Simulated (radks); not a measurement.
Results of a calculation; reference values are marked as such.
Problem. Neutral barium, [Xe] 6s2. Code: a radial shooting solver on a logarithmic mesh with Libxc functionals. Model: non-relativistic Kohn-Sham, exchange-only B88, spin-polarised, spherical densities, point nucleus. Every spin shell is full or empty, so the densities are truly spherical. Functionals are evaluated on that one density, not self-consistently. Rank these exchange functionals by their error against the exact value of the orbitals, and give that value: LDA, B88, PBE, revPBE, RPBE, AM05, SOGGA, G96, EV93, APBE, SCAN, MS2.

Solution. Exact: -189.025 hartree. From best to worst, with 100 (|E| - |E exact|)/|E exact| (equal figures are ties): B88 +0.03, SCAN +0.13, RPBE -0.24, APBE +0.29, revPBE -0.29, G96 +0.36, EV93 -0.37, PBE -0.42, MS2 -0.62, SOGGA -2.19, AM05 -4.35, LDA -4.65.
